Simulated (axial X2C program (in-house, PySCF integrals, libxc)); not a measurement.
# What spin–orbit coupling does to SmAu

Calculated with an in-house all-electron X2C program for linear molecules (integrals from PySCF). Spin-free means the one-electron spin-free X2C Hamiltonian; two-component (2c) means X2C with spin–orbit coupling and atomic mean-field two-electron Coulomb and Gaunt terms, so the difference of the two also holds small scalar two-electron terms. Basis: Au dyall-cv3z [13s14p9d6f4g], Sm dyall-cv3z [13s14p9d8f3g] (cores contracted in-house); Gaussian nuclei, density fitting, unrestricted open shells. Masses: Au 196.967 u, Sm 151.920 u.

Spin-free state: M_S = 7/2, Λ = 0 (beyond evenly filled blocks: σα, π+α, π-α, δ+α, δ-α, φ+α, φ-α); fragments Au + Sm.

```tsv
level	Re (Å)	ωe (cm⁻¹)	De (eV)	μ (D)
PBE0	2.780	129.7	2.593	3.56
HF	3.019	104.4	1.342	3.25
MP2	2.739	141.6	2.829	n/a
CCSD	2.831	127.4	2.447	n/a
CCSD(T)	2.808	130.7	n/a	n/a
r2SCAN	2.735	138.1	3.269	3.47
M06	2.853	121.4	1.760	5.10
PBE50	2.817	124.8	2.289	3.39
```

Correlated methods: 27 electrons correlated (number of frozen shells: Au 5 s, 4 p, 2 d, 1 f; Sm 4 s, 3 p, 2 d), 431 virtual spin orbitals or spinors in MP2, 140 natural virtuals in coupled cluster.

Dipoles are positive if Sm is the positive end.

Two-component determinant lowest at the distance of the search:

Ω = 3/2 (⟨Sz⟩ = 3.49, ⟨Lz⟩ = -1.99 at HF); fragments Au + Sm.

```tsv
level	Re (Å)	ωe (cm⁻¹)	μ (D)
PBE0	2.778	129.7	3.68
HF	3.012	104.4	3.40
MP2	2.737	142.1	n/a
CCSD	2.828	127.3	n/a
CCSD(T)	2.805	130.8	n/a
r2SCAN	2.733	137.8	3.59
M06	2.851	120.7	5.11
PBE50	2.812	124.9	3.54
```

(1) From the two tables, how do the constants change at the CCSD(T) level (2c against spin-free)?

One determinant describes the state; a PBE0 search over occupations chose it and may have missed a lower one. Dissociation energies refer to the lowest single-determinant-based atoms at the same level and basis. De is not given where an atomic determinant may have missed its ground term or J level, or where the truncated virtual space spoils (T). Density functionals use the spin component along the axis (collinear). Coupled cluster ran in a truncated set of natural virtual spinors; the MP2 energy of the rest was added. (T) has no such correction and the atoms are truncated less, which lowers De at CCSD(T) by a hundredth of an eV or more. PBE0 can misorder states that lie within some tenths of an eV, so this need not be the ground state of the molecule. The nearest other spin-free determinant of the search, M_S = 7/2, Λ = 1, lies 0.04 eV up at the distance of the search. The functionals have no current-density term, which raises determinants with orbital currents, atoms included. With several unpaired electrons one determinant need not be a pure state. Some points did not converge and are left out. The stretched end of a curve changes character and is left out.

Results:

(1) At the CCSD(T) level Re goes down by 0.003 Å and ωe stays the same within 0.2 cm⁻¹. The two determinants differ in configuration, so these shifts compare two states and are not the spin–orbit effect on one state.
